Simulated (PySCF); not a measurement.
**Excitation energy of N by level of theory**

N [He] 2s2 2p3 (4S) → N [He] 2s1 2p4, s spin flipped, as a difference of total energies. Computed with PySCF 2.14 in x2c-QZVPPall (7s4p3d2f1g, 57 functions), with scalar relativity by spin-free X2C-1e. Correlated levels: valence and next inner shell: nothing frozen. The calculations carry no spin-orbit coupling.

```csv
method,excitation energy (eV)
UHF,18.612
MP2 (valence and next inner shell),16.522
SCS-MP2 (valence and next inner shell),16.117
```

**Question.** How much does correlation contribute at MP2 (valence and next inner shell)?

**Answer.** 16.522 − (18.612) = -2.090 eV, measured against UHF.

The upper determinant mixes two multiplicities, so it lies between the two terms.

The upper state lies above the first ionisation limit, where it may autoionise and the basis confines it.

The coupled-cluster amplitudes are large for the upper state (T1 above 0.03 or a double amplitude above 0.15), so a single reference is strained.
